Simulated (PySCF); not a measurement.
Spinor energies of Tl⁶²⁺ (thallium, charge +62)

Start: [Ar] 3d1; 3d3/2 filled at m_j = +3/2. Calculated with PySCF 2.14 in an uncontracted even-tempered set (15 s from 20 bohr⁻², ratio 2.8; 12 p from 26 bohr⁻², ratio 2.8; 8 d from 26 bohr⁻², ratio 2.8; 3 f from 79 bohr⁻², ratio 3): generalised Hartree-Fock with the X2C-1e Hamiltonian and a Gaussian nucleus; one run each with spin-orbit coupling (SO) switched off, then screened by Boettger's factors.

```tsv
spinor shell	electrons	ε, spin-free (eV)	ε, screened SO (eV)	weight of nominal j (screened SO)	rms radius, screened SO (bohr)
1s1/2	2	-90787.0	-90750.5	1.000	0.0184
2s1/2	2	-20100.0	-20087.8	1.000	0.0736
2p1/2	2	-17967.7	-19485.3	1.000	0.0622
2p3/2	4	-17967.7	-17376.7	1.000	0.0701
3s1/2	2	-7792.9	-7789.1	1.000	0.181
3p1/2	2	-7155.3	-7550.3	1.000	0.171
3d3/2	1	-6649.7	-6720.4	1.000	0.157
```

Task: Where does 3p3/2 lie, and what is the 3p spin-orbit splitting (screened SO)?

Result: At -6998.0 eV, 552.29 eV above 3p1/2.

| quantity | spin-free | screened SO |
| --- | --- | --- |
| E (hartree) | -16100.42063 | -16136.74564 |
| M_J | 3/2 | 3/2 |
| ⟨J²⟩ | 3.962 | 3.750 |
| ⟨L²⟩ | 6.000 | 6.086 |
| ⟨S²⟩ | 0.750 | 0.836 |

Each row is a mean over spinors that exchange with the open shell spreads, by up to 28.935 eV (3p1/2).

Breit and QED terms are absent; they matter most for the inner s and p1/2 levels.

Densities and radii are taken from the X2C orbitals without a picture-change correction, which distorts them close to the nucleus.

Without spin-orbit coupling the j labels of p, d and f shells carry no meaning; the spin-free column gives the mean over the occupied spinors of each nl shell, and its ⟨J²⟩ belongs to a mixture of degenerate components.
